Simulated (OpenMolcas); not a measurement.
Au4+ in a point-charge field

Au4+ among 8 point charges of -0.96 e arranged as a cube (Oh), 2.19 Å from the ion.

```
Program             : OpenMolcas
Method              : CASSCF
Basis               : ANO-RCC-VDZP [7s6p4d2f]
Scalar Hamiltonian  : DKH2, point nucleus
Active space        : 7 electrons in 5 orbitals (5d)
State averaging     : 2S+1 = 4 even, 10 roots; 2S+1 = 2 even, 40 roots
Spin-orbit coupling : state interaction with AMFI integrals over the reference wave functions
```

The lowest spin-free states (labels of O, the rotations of Oh), above the lowest:

```csv
State,Degeneracy,E (cm-1),Free-ion L (%)
4A2,1,0.0,F (100)
4T2,3,2328,F (100)
4T1,3,4126,F (99)
4T1,3,17377,P (99)
2E,2,17444,G (87)
2T1,3,17769,G (88)
2A1,1,18239,G (100)
2T2,3,18807,G (97)
2T1,3,22317,H (59)
2T2,3,22694,H (87)
2E,2,23861,H (73)
2T1,3,24109,P (52)
2T1,3,24492,H (86)
2T2,3,25885,D (85)
2E,2,26914,D (70)
2A2,1,37512,F (100)
2T2,3,37805,F (99)
2T1,3,38277,F (99)
2E,2,58558,D (100)
2T2,3,58755,D (99)
```

The lowest levels with spin-orbit coupling:

```
E (cm-1)  Degeneracy  Label      2S+1               g
     0.0           4     Γ8  4 (85 %)                
    1122           4     Γ8  4 (82 %)                
    1581           2     Γ6  4 (81 %)  4.60 4.60 4.60
   13017           4     Γ8  4 (78 %)                
   13511           2     Γ6         4  2.75 2.75 2.75
   13759           2     Γ7         4  3.89 3.89 3.89
   14866           4     Γ8  4 (60 %)                
   15352           2     Γ7  4 (69 %)  2.07 2.07 2.07
   15575           4     Γ8  4 (65 %)                
   22770           4     Γ8  4 (80 %)                
   23979           2     Γ6  2 (83 %)  3.90 3.90 3.90
   24096           4     Γ8  4 (67 %)                
   24378           4     Γ8  2 (55 %)                
   25401           2     Γ7         4  2.48 2.48 2.48
   25525           4     Γ8  2 (85 %)                
   29021           2     Γ6  4 (65 %)  1.97 1.97 1.97
   31808           4     Γ8         2                
   32023           2     Γ7         2  3.92 3.92 3.92
   32777           2     Γ6         2  3.55 3.55 3.55
   32884           4     Γ8         2
```

Powder χT (cm3 K/mol): 3.91 at 2 K, 3.92 at 10 K, 3.98 at 50 K, 4.06 at 100 K, 4.22 at 200 K, 4.38 at 300 K. The effective moment at 300 K is 2.828 √(χT) = 5.92 μB.

A least-squares ligand-field fit to the states below 45000 cm-1, each weighted by its degeneracy and with a free common offset, gives 10Dq = -2240 cm-1 (negative for this site), B = 966 cm-1 and C = 3987 cm-1 (C/B = 4.13), with an rms deviation of 36 cm-1.

Spin-orbit coupling mixes the spin-free states strongly: the lowest level takes only 38 % from its leading state, 4A2. Without dynamic correlation the repulsion within the d shell is too large (B by tens of per cent), so at a given field states of lower spin stand too high. The ground term spreads over less than 5000 cm-1, several times less than with real ligands, so orbital moments are less quenched and χT lies further from the spin-only value than at real sites. This is an electrostatic model: the charges have no orbitals. No measured value stands beside these numbers.
